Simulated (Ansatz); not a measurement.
Born–Oppenheimer molecular dynamics of Cl2FH3O2Ti (9 atoms, charge 0, multiplicity 1). It starts at the highest image of a converged band. Of that band: The profile has 2 maxima (images 4, 7) with wells between them (image 6): this band takes more than one step, which may be the mechanism or a detour left from its start path. A vibrational analysis at the climbing image gives one clearly imaginary mode, 1369i cm⁻¹: a first-order saddle point.

These are results of RHF/def2-SVP in Ansatz, not measurements.

* ensemble: NVE (velocity Verlet)
* time step: 0.5 fs
* steps asked: 175
* starting velocities drawn for: 300 K
* seed: 11444

First frame:

```xyz
9
Properties=species:S:1:pos:R:3
Ti 0.127 0.070 0.027
O -0.155 0.205 1.912
H -0.597 -0.334 2.554
O 1.679 -0.423 -0.509
H 2.303 -0.938 -0.999
F -0.686 1.102 -1.084
Cl -1.074 -1.799 -0.182
Cl 1.152 2.351 1.232
H 0.431 1.303 2.016
```

(1) How far do the bonds stretch over the last three quarters of this one trajectory? (Pairs bonded in most of those frames.)

Results:

(1) 
```
   bond  mean (Å)  spread (Å)  shortest  longest
 Ti1–O2     1.788       0.057      1.71     1.90
 Ti1–O4     1.746       0.035      1.67     1.80
 Ti1–F6     1.740       0.036      1.69     1.80
Ti1–Cl7     2.231       0.015      2.21     2.25
Ti1–Cl8     2.973       0.196      2.73     3.37
  O2–H3     0.948       0.022      0.92     0.98
  O4–H5     0.946       0.007      0.93     0.96
 Cl8–H9     1.281       0.034      1.23     1.34
```

Pairs bonded in part of these frames only: Ti1–H3 42 %, Ti1–Cl8 91 %.

Mean temperature of the second half: 649 K. The conserved energy stayed within 0.18 meV per atom of its start (net change -0.052 meV per atom), so the integration is sound. The kinetic energy rose, since the run started high on the potential surface and went downhill. It ends in pieces (ClFH2O2Ti + ClH), so much of that is their flight and rotation, not heat. A run of 0.087 ps of so small a system gives no equilibrium averages. The orbitals stay closed-shell, which can raise the energy where a bond breaks towards radicals; this wasn't checked here.

Run time: 9.6 min on 2 threads of Intel(R) Xeon(R) Platinum 8259CL CPU @ 2.50GHz (Skylake/Cascade Lake), with other jobs on the host, peak memory 0.35 GiB.
